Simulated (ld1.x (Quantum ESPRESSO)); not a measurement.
# Which change was made? (Re, ultrasoft)

```json
{
  "Element": "rhenium",
  "Generator": "ld1.x (Quantum ESPRESSO) 7.5",
  "Type": "ultrasoft",
  "Functional": "LDA (PZ)",
  "Relativity": "scalar-relativistic",
  "Frozen core": "[Xe] 4f14",
  "Valence charge": "7",
  "Reference configuration": "5d5 6s2 6p0",
  "Partial waves": "6s (bound): rcut 2.10, rcutus 2.85 bohr; 6s channel at 0.7 Ry: rcut 2.10, rcutus 2.85 bohr; 6p (bound, empty): rcut 2.45, rcutus 2.85 bohr; 6p channel at 3.15 Ry: rcut 2.45, rcutus 2.85 bohr; 5d (bound): rcut 2.05, rcutus 2.70 bohr; 5d channel at -0.1 Ry: rcut 2.05, rcutus 2.70 bohr",
  "Local potential": "all-electron potential smoothed inside 2.55 bohr (lloc = -1)",
  "Core correction": "a·sin(br)/r model core, default radius (core density twice the valence density)",
  "Augmentation charge": "built from norm-conserving waves at rcut, not smoothed further"
}
```

Cutoffs, loose and tight: the cutoffs (Ry, on a coarse ladder) from which the occupation-weighted sum of valence levels, in a spherical-Bessel basis at the reference potential, stays within 10 and 1 mRy of its value at 400 Ry. They do not see the model core or the augmentation charge, which bear on the density cutoff. Test errors are all-electron minus pseudo excitation energies from the reference, over the configurations 5d5 6s1 6p0; 5d5 6s0 6p0; 5d4 6s0 6p0; 5d6 6s0 6p0; 5d4 6s2 6p1; 5d4 6s2 6p0; 5d5 6s1 6p1 (two spin-polarised tests are not counted in the largest error); variants that change the core or the reference have their own tests. The largest error is taken over the tests solved by every variant that gives reliable tests at all, those not shown here included: 5d4 6s2 6p1; 5d5 6s1 6p0; 5d5 6s1 6p1.

The base gives: outcome: generated; cutoff, loose: 15 Ry; cutoff, tight: 21 Ry; bound ghosts: none; largest test error (meV): -59.

**Question.** After one change the result is: outcome: generated; cutoff, loose: 12 Ry; cutoff, tight: 18 Ry; bound ghosts: none; largest test error (meV): -64. Which change was it?
A. waves 5d (bound): rcut 2.05, rcutus 4.10 bohr; 5d channel at -0.1 Ry: rcut 2.05, rcutus 4.10 bohr
B. waves 5d (bound): rcut 2.05, rcutus 2.98 bohr; 5d channel at -0.1 Ry: rcut 2.05, rcutus 2.98 bohr
C. waves 5d (bound): rcut 1.94, rcutus 2.06 bohr; 5d channel at -0.1 Ry: rcut 1.94, rcutus 2.06 bohr
D. waves 5d (bound): rcut 2.05, rcutus 2.38 bohr; 5d channel at -0.1 Ry: rcut 2.05, rcutus 2.38 bohr
E. waves 5d (bound): rcut 1.72, rcutus 1.82 bohr; 5d channel at -0.1 Ry: rcut 1.72, rcutus 1.82 bohr

**Answer.** B. The others give: waves 5d (bound): rcut 1.72, rcutus 1.82 bohr; 5d channel at -0.1 Ry: rcut 1.72, rcutus 1.82 bohr → outcome: generated; cutoff, loose: 30 Ry; cutoff, tight: 50 Ry; bound ghosts: none; largest test error (meV): -57 | waves 5d (bound): rcut 2.05, rcutus 2.38 bohr; 5d channel at -0.1 Ry: rcut 2.05, rcutus 2.38 bohr → outcome: generated; cutoff, loose: 18 Ry; cutoff, tight: 30 Ry; bound ghosts: none; largest test error (meV): -57 | waves 5d (bound): rcut 1.94, rcutus 2.06 bohr; 5d channel at -0.1 Ry: rcut 1.94, rcutus 2.06 bohr → outcome: generated; cutoff, loose: 25 Ry; cutoff, tight: 40 Ry; bound ghosts: none; largest test error (meV): -57 | waves 5d (bound): rcut 2.05, rcutus 4.10 bohr; 5d channel at -0.1 Ry: rcut 2.05, rcutus 4.10 bohr → outcome: generated, overlap not positive; bound ghosts: not determined (overlap not positive); largest test error (meV): 9 of 9 tests not solved or not reliable. A file whose overlap is not positive is unfit for use, and its test errors describe a broken file.
